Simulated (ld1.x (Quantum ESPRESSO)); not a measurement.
**What one change does to a pseudopotential (C (Z = 6), TM)**

```
Element                 : C
Generator               : ld1.x (Quantum ESPRESSO) 7.5
Type                    : norm-conserving Troullier–Martins (Kleinman–Bylander form)
Functional              : PW91
Relativity              : scalar-relativistic
Frozen core             : [He]
Valence charge          : 4
Reference configuration : 2s2 2p2
Partial waves           : 2s (bound): rc 1.00 bohr; 2p (bound): rc 3.10 bohr
Local potential         : all-electron potential smoothed inside 1.30 bohr (lloc = -1)
Core correction         : none
```

Change: all radii scaled by about 0.84 (s 0.84, p 2.60 bohr); local potential all-electron potential smoothed inside 1.10 bohr (lloc = -1).

Cutoffs: the cutoffs (Ry, on a coarse ladder) from which the occupation-weighted sum of valence levels, in a spherical-Bessel basis at the reference potential, stays within 10 and 1 mRy of its value at 400 Ry; they do not see the model core or the augmentation charge, which bear on the density cutoff. Errors are all-electron minus pseudo energies relative to the spin-unpolarised reference configuration.

**Question.** Predict the effect on cutoff, ghosts and configuration errors.

**Answer.** The potential gets harder (35 Ry and 90 Ry → 80 Ry and 180 Ry); of the 7 tests that both files solve, the error grows in 0 and shrinks in 7 by more than 15 % and 0.3 meV (median size 140.2 → 38.4 meV); neither file shows a bound ghost. A smaller radius makes the pseudo-wave follow the all-electron one further in, where it bends more sharply, so more plane waves are needed. Less of the atom is replaced, so other configurations are described better.

| quantity | base | changed |
| --- | --- | --- |
| cutoff, loose | 35 Ry | 80 Ry |
| cutoff, tight | 90 Ry | 180 Ry |
| loose cutoff by channel (10 mRy a level) | s 30 Ry, p 15 Ry | s 40 Ry, p 18 Ry |
| bound ghosts | none | none |
| error for 2s2 2p1, meV [ΔE 10.93 eV] | +157 | +81 |
| error for 2s2 2p0, meV [ΔE 35.16 eV] | +1256 | +718 |
| error for 2s1 2p0, meV [ΔE 83.42 eV] | +2392 | +1410 |
| error for 2s2 2p2.3, meV [ΔE -1.17 eV] | +2.7 | +1.2 |
| error for 2s1 2p3, meV [ΔE 8.47 eV] | -35 | -8.6 |
| error for 2s0 2p4, meV [ΔE 16.95 eV] | -140 | -38 |
| error for 2s2 2p1.5, meV [ΔE 3.99 eV] | +24 | +12 |
